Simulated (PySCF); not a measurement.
# What PySCF settings do for CaO⁻

Base input, run as `python input.py` with PySCF 2.14:

```python
from pyscf import gto, dft, tdscf

mol = gto.M(
    atom='Ca 0 0 0; O 0 0 2.023',
    basis='cc-pvdz-dk',
    charge=-1,
    spin=1,
    verbose=4,
)
mf = dft.UKS(mol, xc='b3lyp')
mf = mf.sfx2c1e()
mf.kernel()
td = tdscf.TDDFT(mf)
td.nstates = 6
td.kernel()
td.analyze()
mf.dip_moment()
print('orbital energies (hartree):', [e[max(0, n-3):n+3].round(4) for e, n in zip(mf.mo_energy, mol.nelec)])
```

Base result: E(SCF) = -755.769307 Eh, ⟨S²⟩ = 0.752, first excitations without spin–orbit coupling 0.70, 0.70, 0.85, 1.48, 1.48 eV. The basis has no diffuse functions, which an anion needs. The bond length is a typed value, not an optimised one. The dipole of an ion depends on the origin. No search for the lowest solution was made.

Wall time 30 s on one thread of a shared host.

Each row names what differs from the base; energies in brackets are changes from the base.

```tsv
change	result
functional: b3lyp → blyp	E(SCF) = -755.770489 Eh, ⟨S²⟩ = 0.751, first excitations without spin–orbit coupling 0.98, 1.40, 1.40, 1.76, 1.78 eV
basis set: cc-pvdz-dk → 6-31g*; spin-free X2C: on → off [no diffuse functions for the anion]	E(SCF) = -752.721196 Eh, ⟨S²⟩ = 0.760, first excitations without spin–orbit coupling 0.34, 0.34, 1.05, 1.50, 1.50 eV
step after the SCF: tddft → gradient	E(SCF) = -755.769307 Eh (+0.0000 eV), ⟨S²⟩ = 0.752, gradient on the second atom 0.0373 Eh/bohr
```
